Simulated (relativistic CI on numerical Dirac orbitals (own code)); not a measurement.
# Os³⁺ (5d5) in a crystal field

Calculated by Dirac-Coulomb-Breit CI, orbitals from a KLI potential per configuration, model QED (radiative potential, 1s self-energy scaled to tabulated hydrogen-like ionisation energies), valence Slater integrals scaled by 0.9, one configuration in a parametric crystal field (own radial code). With so little scaling, terms lie 10 to 35 % too far apart, which can change the order of excited levels.

Field parameters in Wybourne normalisation: D3d B²₀ = −7Dσ, B⁴₀ = −14Dq − 21Dτ, B⁴₃ = −14√(10/7) Dq. The field is a parameter set, without covalency.

S is read from ⟨S²⟩ = S(S + 1).

Powder χT (cm³ K mol⁻¹) by Van Vleck's formula, with temperature-independent terms:

| Field | 2 K | 5 K | 10 K | 20 K | 50 K | 100 K | 200 K | 300 K |
| --- | --- | --- | --- | --- | --- | --- | --- | --- |
| D3d, 10Dq = 23150, Dσ = -1200, Dτ = 130 cm⁻¹ | 0.481 | 0.482 | 0.484 | 0.487 | 0.496 | 0.511 | 0.542 | 0.572 |
| D3d, 10Dq = 23150, Dσ = 1200, Dτ = 130 cm⁻¹ | 0.467 | 0.468 | 0.469 | 0.472 | 0.481 | 0.496 | 0.526 | 0.556 |
| D3d, 10Dq = 23150, Dσ = 980, Dτ = 130 cm⁻¹ | 0.474 | 0.475 | 0.476 | 0.479 | 0.488 | 0.503 | 0.533 | 0.563 |
| D3d, 10Dq = 23150, Dσ = 760, Dτ = 130 cm⁻¹ | 0.48 | 0.481 | 0.483 | 0.486 | 0.495 | 0.51 | 0.54 | 0.57 |
| D3d, 10Dq = 23150, Dσ = 550, Dτ = 130 cm⁻¹ | 0.485 | 0.486 | 0.488 | 0.491 | 0.5 | 0.515 | 0.545 | 0.575 |
| D3d, 10Dq = 23150, Dσ = 330, Dτ = 130 cm⁻¹ | 0.49 | 0.491 | 0.492 | 0.495 | 0.504 | 0.519 | 0.549 | 0.58 |
| D3d, 10Dq = 23150, Dσ = 110, Dτ = 130 cm⁻¹ | 0.493 | 0.494 | 0.495 | 0.498 | 0.508 | 0.523 | 0.553 | 0.583 |
| D3d, 10Dq = 23150, Dσ = -110, Dτ = 130 cm⁻¹ | 0.495 | 0.496 | 0.497 | 0.5 | 0.51 | 0.525 | 0.555 | 0.585 |

**Question.** For D3d, 10Dq = 23150, Dσ = -1200, Dτ = 130 cm⁻¹: what effective moment follows at 300 K?

**Answer.** μ_eff = √(8χT) = 2.14 μB. The ground level has S = 0.77; the spin-only moment for S = 1/2 is 1.73 μB. The difference comes from the orbital moment, spin-orbit mixing of terms and temperature-independent paramagnetism, all larger in this ionic model than in covalent complexes.
